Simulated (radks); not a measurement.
Values are calculated unless marked as measured or tabulated.
Q: All-electron atom: Kr2+ in [Ar] 3d10 4s2 4p4. Code: a radial shooting solver on a logarithmic mesh with Libxc functionals. Model: Dirac Kohn-Sham, BLYP, spin-unpolarised, spherical densities, finite nucleus; open shells fill j = l - 1/2 first; Fermi nuclear charge, rms radius 4.1884 fm. Some entries of the table are withheld. Estimate them.

| orbital | occ. | eigenvalue (hartree) | <r^2> (bohr^2) |
|---|---|---|---|
| 1s1/2 | 2 | -521.1840 | (1) |
| 2s1/2 | 2 | -69.43160 | 0.03965 |
| 2p1/2 | 2 | -62.84784 | 0.03038 |
| 2p3/2 | 4 | -60.86796 | 0.03181 |
| 3s1/2 | 2 | -10.61347 | 0.3233 |
| 3p1/2 | 2 | (2) | 0.3331 |
| 3p3/2 | 4 | (3) | 0.3462 |
| 3d3/2 | 4 | -3.94328 | 0.3762 |
| 3d5/2 | 6 | -3.89525 | 0.3814 |
| 4s1/2 | 2 | -1.68548 | 2.558 |
| 4p1/2 | 2 | -1.15044 | (4) |
| 4p3/2 | 2 | -1.12072 | (5) |

A: 
(1) 1s1/2 <r^2> (bohr^2): 0.002318
(2) 3p1/2 eigenvalue (hartree): -8.28905
(3) 3p3/2 eigenvalue (hartree): -7.99750
(4) 4p1/2 <r^2> (bohr^2): 3.403
(5) 4p3/2 <r^2> (bohr^2): 3.529
